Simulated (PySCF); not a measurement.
The group X on BH2-X is varied. All species are isolated molecules in the gas phase. One relaxed conformer stands for each flexible species; it need not be the lowest. Strings in code marks are SMILES.

The LUMO from two functionals at the same geometries (M06-2X/def2-TZVP), both in PySCF: PBE-D3(BJ)/def2-TZVP and M06-2X/def2-TZVP. 

```csv
species,M06-2X/def2-TZVP (eV)
X = difluoromethyl (`BC(F)F`),-1.52
X = trifluoromethyl (`BC(F)(F)F`),-1.84
X = fluoro,-0.21
X = methoxycarbonyl (`BC(=O)OC`),-1.08
X = mercapto,-0.37
X = germyl (`[BH2][GeH3]`),-1.49
```

Question: What does PBE-D3(BJ)/def2-TZVP give for each?

Answer: 
- X = difluoromethyl (`BC(F)F`): -3.50
- X = trifluoromethyl (`BC(F)(F)F`): -3.78
- X = fluoro: -2.22
- X = methoxycarbonyl (`BC(=O)OC`): -2.97
- X = mercapto: -2.27
- X = germyl (`[BH2][GeH3]`): -3.42
Over these rows, drawn at random from the members with no instability flagged (it was tested for open shells, ions and some series alone), PBE minus M06-2X: mean -1.94 eV, from -2.00 eV to -1.89 eV.
